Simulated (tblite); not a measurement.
Species: C2H16B2Si4.
Numbering: `[BH2:1][Si@@H:2]([BH:3][CH2:4][SiH3:5])[CH2:6][SiH2:7][SiH3:8]` (hydrogens: H9, H10 on B1; H11 on Si2; H12 on B3; H13, H14 on C4; H15, H16, H17 on Si5; H18, H19 on C6; H20, H21 on Si7; H22, H23, H24 on Si8)

Computed with GFN2-xTB (tblite), gas phase: L-BFGS steps from a force-field or distance-geometry start until the largest atomic force falls under 0.01 eV/Å.

Step 63: E = -591.6128 eV
```
atom  x, y, z in Å  |  force x, y, z in eV/Å
B1     -0.1780   -1.0772   -1.3592    0.049  -0.033  -0.020
Si2     0.0104    0.4990   -0.2296   -0.074   0.006   0.004
B3     -1.6840    0.8960    0.7078   -0.018   0.063   0.121
C4     -3.0008    1.2228   -0.0317   -0.045  -0.031  -0.030
Si5    -3.9985   -0.4160   -0.1282    0.014  -0.024  -0.035
C6      1.3508    0.3058    1.1449    0.051  -0.002   0.038
Si7     3.1527    0.5649    0.6160    0.075   0.012  -0.121
Si8     3.8474   -1.0032   -0.9306   -0.090   0.037   0.026
H9     -0.2433   -2.1565   -0.9096    0.004  -0.025   0.022
H10    -0.3481   -0.9872   -2.5140   -0.012   0.003  -0.001
H11     0.4487    1.7105   -0.9902    0.007  -0.018   0.039
H12    -1.7406    0.8604    1.8852    0.019  -0.007  -0.047
H13    -2.8789    1.5704   -1.0565   -0.010   0.035  -0.048
H14    -3.6346    1.9441    0.4840   -0.007  -0.029   0.047
H15    -3.5401   -1.1596   -1.3048    0.000  -0.019  -0.005
H16    -3.8285   -1.2725    1.0511   -0.016   0.066  -0.009
H17    -5.4204   -0.0798   -0.2608    0.016  -0.012  -0.013
H18     1.1153    1.0042    1.9477    0.034   0.059  -0.003
H19     1.2545   -0.6832    1.5953   -0.023  -0.050  -0.054
H20     4.0020    0.5205    1.8192    0.027   0.028   0.053
H21     3.2807    1.9377    0.0931    0.005  -0.035   0.049
H22     2.7147   -1.7911   -1.4380   -0.003  -0.031  -0.007
H23     4.8227   -1.9621   -0.3980   -0.020  -0.009  -0.009
H24     4.4842   -0.4282   -2.1184    0.018   0.016   0.000
```

Step 64: E = -591.6155 eV
```
atom  x, y, z in Å  |  force x, y, z in eV/Å
B1     -0.1556   -1.0770   -1.3633    0.071  -0.021  -0.012
Si2     0.0175    0.4943   -0.2226   -0.079   0.026   0.007
B3     -1.6855    0.8765    0.7096   -0.002   0.070   0.117
C4     -3.0010    1.2101   -0.0313    0.008  -0.014  -0.028
Si5    -4.0153   -0.4147   -0.1300    0.013  -0.060  -0.028
C6      1.3577    0.3185    1.1581    0.028   0.007   0.001
Si7     3.1595    0.5654    0.6178    0.050  -0.002  -0.067
Si8     3.8326   -1.0009   -0.9360   -0.055  -0.014  -0.016
H9     -0.2137   -2.1614   -0.9251   -0.003  -0.019   0.025
H10    -0.3206   -0.9761   -2.5181   -0.017   0.000   0.003
H11     0.4466    1.7147   -0.9801   -0.004  -0.051   0.061
H12    -1.7452    0.8369    1.8866    0.019  -0.011  -0.045
H13    -2.8717    1.5513   -1.0575   -0.023   0.064  -0.040
H14    -3.6260    1.9400    0.4847   -0.002  -0.043   0.019
H15    -3.5399   -1.1866   -1.2822   -0.004  -0.007  -0.004
H16    -3.8836   -1.2531    1.0655   -0.011   0.048   0.011
H17    -5.4279   -0.0613   -0.2954   -0.011  -0.009  -0.026
H18     1.1223    1.0346    1.9462    0.049   0.026  -0.013
H19     1.2562   -0.6634    1.6246   -0.011  -0.017  -0.057
H20     4.0193    0.5156    1.8141    0.017   0.025   0.048
H21     3.2963    1.9350    0.0946    0.001  -0.003   0.038
H22     2.6897   -1.7764   -1.4439    0.010  -0.019   0.001
H23     4.8043   -1.9733   -0.4161   -0.046   0.012  -0.013
H24     4.4722   -0.4289   -2.1256    0.003   0.011   0.019
```

Task: Estimate the geometry and energy of step 65. (The exact step hangs on the optimiser's Hessian estimate; all steps are aligned on step 64, rigid shifts and turns removed.)

Result: E = -591.6176 eV, largest force 0.097 eV/Å
```
atom  x, y, z in Å  |  force x, y, z in eV/Å
B1     -0.1369   -1.0778   -1.3669    0.073   0.000   0.006
Si2     0.0210    0.4915   -0.2177   -0.058   0.025   0.020
B3     -1.6873    0.8641    0.7116    0.008   0.057   0.069
C4     -3.0017    1.2012   -0.0323    0.045   0.001  -0.017
Si5    -4.0280   -0.4138   -0.1315    0.008  -0.070  -0.018
C6      1.3637    0.3279    1.1668    0.005   0.012  -0.042
Si7     3.1661    0.5658    0.6179    0.016  -0.013   0.007
Si8     3.8211   -0.9995   -0.9404   -0.017  -0.047  -0.047
H9     -0.1915   -2.1656   -0.9357   -0.003  -0.008   0.020
H10    -0.2986   -0.9686   -2.5218   -0.014  -0.007   0.012
H11     0.4451    1.7175   -0.9719   -0.012  -0.068   0.068
H12    -1.7500    0.8160    1.8871    0.013  -0.006  -0.023
H13    -2.8685    1.5389   -1.0595   -0.028   0.079  -0.017
H14    -3.6202    1.9364    0.4855   -0.001  -0.052  -0.007
H15    -3.5409   -1.2067   -1.2646   -0.008   0.000  -0.007
H16    -3.9242   -1.2359    1.0765   -0.006   0.031   0.028
H17    -5.4340   -0.0481   -0.3189   -0.023  -0.008  -0.039
H18     1.1286    1.0562    1.9449    0.061  -0.005  -0.022
H19     1.2580   -0.6496    1.6431    0.000   0.014  -0.056
H20     4.0322    0.5124    1.8117    0.001   0.020   0.026
H21     3.3089    1.9337    0.0972    0.000   0.027   0.024
H22     2.6710   -1.7658   -1.4470    0.013  -0.014   0.001
H23     4.7902   -1.9810   -0.4291   -0.062   0.023  -0.014
H24     4.4640   -0.4293   -2.1304   -0.011   0.006   0.031
```

The energy changes by -0.0021 eV. The first-order estimate −F·Δx gives -0.0028 eV and the mean of the old and new forces, exact on a quadratic surface, -0.0021 eV. The step makes an angle of 84° with the force vector and moves no atom by more than 0.045 Å.

What follows is the cost of the whole relaxation. The run took 5.4 s on an Arm Neoverse N1 with one thread (shared host).
